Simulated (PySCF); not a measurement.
Polarisability and C₆ of Bi²⁺ (bismuth, charge +2)

[Xe] 4f14 5d10 6s2 6p1, 2P determinant. All numbers are calculated (PySCF 2.14, scalar relativity through the core potential, in aug-cc-pVQZ-PP with one added diffuse shell each of s, p, d, f, g type with ECP60MDF (8s8p6d4f3g, 117 functions)). Coupled (time-dependent) response in atomic units; α is the mean over directions.

| method | mean α (bohr³) | α xx, yy, zz | C₆ (like pair) | S(−4) |
| --- | --- | --- | --- | --- |
| UHF | 16.98 | 16.22, 18.50, 16.22 | 124.8 | 72.49 |
| PBE | 16.05 | 14.94, 18.27, 14.94 | 116.6 | 66.98 |

S(−4) is the Cauchy moment in α(ω) = α(0) + S(−4) ω² + …

Spin-orbit coupling is absent.

α(iu) at PBE:

| u (hartree) | α(iu) (bohr³) |
| --- | --- |
| 0 | 16.05 |
| 0.0500 | 15.88 |
| 0.100 | 15.42 |
| 0.200 | 13.86 |
| 0.300 | 12.01 |
| 0.500 | 8.810 |
| 0.750 | 6.256 |
| 1.00 | 4.735 |
| 1.50 | 3.079 |
| 2.00 | 2.199 |
| 3.00 | 1.286 |
| 5.00 | 0.5808 |

For an ion, C₆ is the dispersion term alone; charge-induced terms of lower order in 1/R come first.

The components differ because the open shell of this determinant is not spherical; for a pure term their mean is the scalar polarisability.

Energies and moments cover only the electrons outside the core potential. Spin-orbit coupling, absent here, splits the open shell strongly.
